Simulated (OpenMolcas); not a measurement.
## Cs: effect of the active space

```yaml
Program: OpenMolcas 26.06
Method: CASSCF
Basis: ANO-RCC-VTZP
Scalar_Hamiltonian: DKH2, point nucleus
Spin-orbit_coupling: state interaction with AMFI integrals over the reference wave functions, term energies averaged over their components
```

A. 1 electron in 4 orbitals (6s 6p); 2S+1 = 2 even, 1 root; 2S+1 = 2 odd, 3 roots; cost of the order of 6 core-seconds
B. 1 electron in 9 orbitals (5d 6s 6p); 2S+1 = 2 even, 6 roots; 2S+1 = 2 odd, 3 roots; cost roughly 7 core-seconds

Energies in cm⁻¹ above 6s ²S_1/2, the measured ground level; measured values from NIST Handbook of Basic Atomic Spectroscopic Data.

| Level | A | B | Measured |
| --- | --- | --- | --- |
| 6s ²S_1/2 | 0.0 | 0.0 | 0.0 |
| 6p ²P°_1/2 | 9292 | 9286 | 11178 |
| 6p ²P°_3/2 | 9599 | 9592 | 11732 |

Deviations, from unrounded energies. A percentage is the sum of absolute deviations over the sum of measured energies, with the sign that they share, or ± where signs differ.

```tsv
Against measurement	Levels	A	B
mean absolute deviation (cm-1)	2	2000	2000
other configurations (%)	2	-17.5	-17.6
```

A, B lie about equally close to measurement. The largest miss of A in the table is 6p ²P°_3/2, by -2100 cm-1. The ranking rests on the paired levels alone, and a cruder setting can come out closer through cancelling errors.

Between A and B the level of the table that moves most is 6p ²P°_1/2, by 6.4 cm-1 (lowest in B, highest in A).

ANO sets are built for ground and valence states and can reach diffuse excited orbitals poorly. With one active electron the reference holds no correlation, so core polarisation is missing. Measured partners are found by configuration, term and J. A level has none where our copy of the source lacks it or the pairing is in doubt (some pairs that miss far off the trend of their configuration count as doubtful), and it then counts in no deviation. Only configurations of the active space appear. Levels that lie high or do not pair safely by name in every column are left out.

° marks odd parity.
